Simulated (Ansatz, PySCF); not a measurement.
C3H7NOSi, SMILES C#C[Si@H](N)OC. Atoms are numbered in the order given.

```xyz
13

C      2.3959    -1.0671     0.4323
C      1.4095    -0.4807     0.0250
Si    -0.1206     0.3589    -0.5638
N      0.1951     2.0368    -0.6903
O     -1.3298     0.0247     0.5347
C     -1.7330    -1.2668     0.9253
H      3.2721    -1.5789     0.7868
H     -0.5125    -0.1576    -1.9019
H      0.6446     2.5258     0.0779
H     -0.4569     2.6409    -1.1809
H     -2.5234    -1.1767     1.6871
H     -0.8967    -1.8444     1.3611
H     -2.1423    -1.8472     0.0761
```

Geometry: B3LYP-D3(BJ)/def2-SVP. The structure was generated by enumeration; whether it is a known compound was not checked. The values are those of a single conformer.

Two levels are set side by side: PBE-D3(BJ)/def2-SVP (Ansatz, an electronic-structure program) and B3LYP-D3(BJ)/def2-SVP (Ansatz). Each level has its own optimised geometry; the coordinates shown are those of the second. Frequencies come from the Hessian of PySCF at each geometry. Differences are taken from unrounded values.

```
quantity                            B3LYP-D3(BJ)  PBE-D3(BJ)  PBE-D3(BJ) minus B3LYP-D3(BJ)
----------------------------------  ------------  ----------  -----------------------------
mean bond length (Å)                       1.313       1.322                          0.009
bond C1–C2 (Å)                             1.218       1.229                          0.012
bond C2–Si3 (Å)                            1.842       1.845                          0.003
bond Si3–N4 (Å)                            1.712       1.722                          0.010
bond Si3–O5 (Å)                            1.668       1.683                          0.015
bond O5–C6 (Å)                             1.408       1.414                          0.005
bond C1–H7 (Å)                             1.075       1.082                          0.008
bond Si3–H8 (Å)                            1.487       1.501                          0.014
bond N4–H9 (Å)                             1.015       1.023                          0.007
bond N4–H10 (Å)                            1.015       1.023                          0.007
bond C6–H11 (Å)                            1.101       1.110                          0.008
bond C6–H12 (Å)                            1.106       1.115                          0.009
bond C6–H13 (Å)                            1.107       1.116                          0.009
highest harmonic wavenumber (cm⁻¹)          3665        3593                            -72
mean harmonic wavenumber (cm⁻¹)             1284        1248                            -36
zero-point energy (kcal/mol)               60.56       58.86                          -1.70
```

GGA bonds tend to be longer and softer than those of functionals with exact exchange. Differences between two approximate levels are no errors against the true value.
